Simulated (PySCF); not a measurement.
Below is a simulated gas-phase C 1s photoelectron spectrum of `CC[O+](CC)[Al-]([Cl])([Cl])[Cl]` (AlCl3.OEt2).

Every computed line was given a Gaussian of 0.7 eV full width at half maximum and an area set by the number of equivalent atoms; the highest printed point is 100. Computed with delta-SCF UKS SCAN, pcX-2 on the ionised atom, pcseg-1 elsewhere, spin-free X2C (PySCF 2.14.0).

binding energy (eV), intensity and a bar:
```
    290.6          1 
    290.7          2 
    290.8          4 #
    290.9          9 ###
    291.0         18 #####
    291.1         32 #########
    291.2         50 ###############
    291.3         71 #####################
    291.4         89 ###########################
    291.5        100 ##############################
    291.6        100 ##############################
    291.7         89 ###########################
    291.8         71 #####################
    291.9         51 ###############
    292.0         32 ##########
    292.1         18 #####
    292.2          9 ###
    292.3          4 #
    292.4          2 
    292.5          1 
    292.6          2 
    292.7          4 #
    292.8         10 ###
    292.9         19 ######
    293.0         33 ##########
    293.1         52 ###############
    293.2         72 ######################
    293.3         90 ###########################
    293.4        100 ##############################
    293.5         99 ##############################
    293.6         88 ##########################
    293.7         70 #####################
    293.8         50 ###############
    293.9         31 #########
    294.0         18 #####
    294.1          9 ###
    294.2          4 #
    294.3          2 
    294.4          1
```

Q: Count the maxima, the lines and the sites behind this envelope.

A: The curve has 2 maxima (at 291.5 and 293.4 eV). Under it lie 2 lines from 2 inequivalent carbon sites.

Q: Decompose the envelope and assign each component. Numbering: `[CH3:1][CH2:2][O+:3]([CH2:4][CH3:5])[Al-:6]([Cl:7])([Cl:8])[Cl:9]`.

A: 
```csv
position (eV),relative area,line,atoms,environment
291.55,2,C 1s,C1/C5,methyl carbon
293.45,2,C 1s,C2/C4,sp3 carbon bound to oxygen
```

Q: What are the centre and the root-mean-square width of the whole band?

A: The area-weighted mean of the lines is 292.50 eV. Their own spread about it is 0.95 eV (rms) and each Gaussian has σ = 0.7/2.355 = 0.30 eV; the variances add, which gives 0.99 eV.

Q: Above which line width would these two lines show one maximum?

A: Two equal Gaussians merge once their distance is under 2σ = FWHM/1.177. With 1.89 eV between them that is a full width over 2.23 eV.

Lowest listed C 1s: C1/C5, bonded to C and 3 H. Highest, 1.90 eV above it: C2/C4, bonded to O, C and 2 H.

The curve has no shake-up lines and no vibrational structure. Topologically equivalent atoms share the value of their first member; where this conformer doesn't relate them by symmetry, their own values could differ. One conformer (not necessarily the lowest) at the PBE0-D3(BJ)/def2-SVP geometry, without solvent, vibrations or thermal averaging.

The values belong to the conformer `[CH3:1][CH2:2][O+:3]([CH2:4][CH3:5])[Al-:6]([Cl:7])([Cl:8])[Cl:9]`: C1–C2–O3–C4 90°, C2–O3–C4–C5 89°, C2–O3–Al6–Cl7 -18°.
